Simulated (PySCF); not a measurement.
The dipole of `C=C(C)[SiH2][C@H](F)CO` from its density and from atomic charges.

Coordinates (GFN2-xTB, Å) and charges (e) from the PBE0/pcSseg-1 density (PySCF):

```
atom       x       y       z  Mulliken      IAO  Hirshfeld  ESP-fitted
  C1  -2.828  -0.349  -0.712   -0.0832  -0.3040    -0.0995     -0.5688
  C2  -1.798  -0.176   0.108   -0.6134  -0.2353    -0.0768     +0.2498
  C3  -1.757  -0.832   1.456   -0.1789  -0.4203    -0.1204     -0.5233
 Si4  -0.332   0.919  -0.360   +0.7149  +0.7292    +0.3315     +0.0990
  C5   1.290  -0.112  -0.223   -0.1541  -0.1084    -0.0318     +0.0437
  F6   1.448  -0.534   1.102   -0.3541  -0.3406    -0.1141     -0.2411
  C7   2.541   0.669  -0.602   +0.0949  -0.0563    -0.0111     +0.1867
  O8   3.696  -0.130  -0.627   -0.4572  -0.5451    -0.2333     -0.6364
  H9  -3.674  -0.966  -0.448   +0.1081  +0.1433    +0.0452     +0.2094
 H10  -2.871   0.118  -1.681   +0.1080  +0.1444    +0.0415     +0.2018
 H11  -2.668  -1.395   1.651   +0.1108  +0.1422    +0.0446     +0.1517
 H12  -0.907  -1.510   1.518   +0.1394  +0.1589    +0.0403     +0.1514
 H13  -1.630  -0.082   2.235   +0.1291  +0.1508    +0.0458     +0.1561
 H14  -0.426   1.379  -1.748   -0.0895  -0.1209    -0.0730     -0.0555
 H15  -0.199   2.041   0.577   -0.0709  -0.1188    -0.0748     -0.0331
 H16   1.249  -1.037  -0.809   +0.1341  +0.1490    +0.0400     +0.0875
 H17   2.663   1.506   0.100   +0.1097  +0.1261    +0.0352     +0.0279
 H18   2.423   1.070  -1.609   +0.1202  +0.1534    +0.0512     +0.0832
 H19   3.772  -0.569   0.229   +0.2320  +0.3523    +0.1598     +0.4100
```

Q: Form Σ q r in debye for every column and set it beside the full dipole.

A: The full density gives (-1.47, 0.21, 0.04) D, 1.48 D in size; dipole vectors point from the negative to the positive end.

```csv
scheme,μx,μy,μz,size (D),share of the full size (%),angle to the full dipole (°)
Mulliken,-1.95,2.69,-1.54,3.66,247,52
IAO,-2.04,1.98,-1.36,3.15,212,44
Hirshfeld,-0.84,0.47,-0.20,0.98,66,25
ESP-fitted,-1.48,0.21,0.06,1.49,101,0
```

Q: Which set comes closest?

A: Length of the difference vector: ESP-fitted 0.02 D, Hirshfeld 0.72 D, IAO 2.33 D, Mulliken 2.98 D. Closest: ESP-fitted. ESP charges are fitted to the potential around the molecule, whose slowest-falling term is the dipole's. The schemes that divide the density aren't constrained to reproduce the dipole.

Q: What is left for the Hirshfeld atoms' own dipoles?

A: The shares of the density sum to the whole, so what Σ q r misses lies in dipoles about the nuclei. The atomic dipoles sum to (-1.47, 0.21, 0.04) − (-0.84, 0.47, -0.20) = (-0.63, -0.26, 0.24) D, 0.72 D in size.

Q: With the origin at the mean of the coordinates, (-0.001, 0.000, 0.008) Å, which are the largest single terms, by size, of the ESP-fitted dipole along the direction of the full one?

A: O8 +11.29, H19 -7.50, C1 -7.45, C3 -4.18, H9 +3.50 D; all 19 atoms together +1.49 D. The single terms depend on the origin, their sum doesn't.

Q: Give the size of the full dipole in other units.

A: 1.48 D = 0.584 au = 0.309 e·Å = 4.95 × 10⁻³⁰ C·m.

Geometry: GFN2-xTB, one conformer, isolated molecule.

The run behind these numbers computed NMR shieldings as well. Hardware: Arm Neoverse N1, one thread, shared host with 64 logical CPUs at a one-minute load of 63. Cost: 65 s wall, 0.88 GiB resident at most.

The values belong to the conformer `[CH2:1]=[C:2]([CH3:3])[SiH2:4][C@H:5]([F:6])[CH2:7][OH:8]`: C1–C2–Si4–C5 -125°, C2–Si4–C5–F6 -61°, Si4–C5–C7–O8 -174°, H–O8–C7–C5 -55°.
